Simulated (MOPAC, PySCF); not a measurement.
C2H3NSi, SMILES `C=[SiH]C#N`, neutral singlet in the gas phase. 

Cartesian coordinates (Å):
```xyz
7

C     -1.2448    -0.4059     0.0805
Si     0.0353     0.5069    -0.5487
C      1.7589    -0.0578    -0.3445
N      2.8564    -0.3922    -0.2294
H     -2.2761    -0.0922    -0.0277
H     -1.0766    -1.3343     0.6125
H     -0.0531     1.7755    -1.2860
```
Charge 0, spin multiplicity 1.

All levels are single points at this geometry (PBE0-D3(BJ)/def2-TZVP); Pople sets use spherical d functions. Orbital energies aren't observables, and empty levels follow the basis.

PM3 in MOPAC gives HOMO (eV) = -8.93.

Problem. Estimate the HOMO (eV) from each of these levels: PBE-D3(BJ)/def2-TZVP in PySCF; PBE0-D3(BJ)/def2-TZVP in PySCF; B3LYP/6-311+G** in PySCF; BP86/6-31G* in PySCF; M06-2X/6-31G* in PySCF; PBE/6-31G* in PySCF; HF/6-31G* in PySCF; HF/STO-3G in PySCF.

Solution. 
```csv
level,HOMO (eV)
PBE-D3(BJ)/def2-TZVP in PySCF,-6.34
PBE0-D3(BJ)/def2-TZVP in PySCF,-7.29
B3LYP/6-311+G** in PySCF,-7.12
BP86/6-31G* in PySCF,-6.22
M06-2X/6-31G* in PySCF,-8.12
PBE/6-31G* in PySCF,-6.13
HF/6-31G* in PySCF,-9.12
HF/STO-3G in PySCF,-6.60
```
